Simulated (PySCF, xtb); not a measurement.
CH11NOSi3, SMILES C[Si@H](O[SiH2]N)[SiH3]. One conformer was computed; it need not be the lowest.

Harmonic wavenumbers (cm⁻¹) from GFN2-xTB (xtb) at its own minimum, in rising order: 17, 51, 61, 71, 120, 127, 161, 211, 228, 285, 428, 436, 463, 522, 551, 567, 598, 611, 683, 733, 747, 784, 791, 811, 816, 828, 829, 844, 900, 1063, 1372, 1489, 1491, 1524, 2146, 2178, 2202, 2209, 2222, 2270, 3021, 3027, 3037, 3473, 3519.

**Question.** What does B3LYP-D3(BJ)/def2-SVP run with PySCF give at its own minimum? (An estimate is asked for; the answer gives what the named calculation found.)

**Answer.** 30, 32, 96, 141, 159, 171, 204, 228, 266, 302, 354, 399, 484, 525, 554, 585, 675, 722, 764, 800, 819, 853, 888, 889, 914, 944, 953, 956, 964, 1066, 1269, 1428, 1435, 1540, 2184, 2192, 2198, 2206, 2247, 2255, 3028, 3121, 3125, 3587, 3681. Paired by order, the mean absolute difference is 55 cm⁻¹ and the zero-point energies are 72.2 and 74.7 kcal/mol.
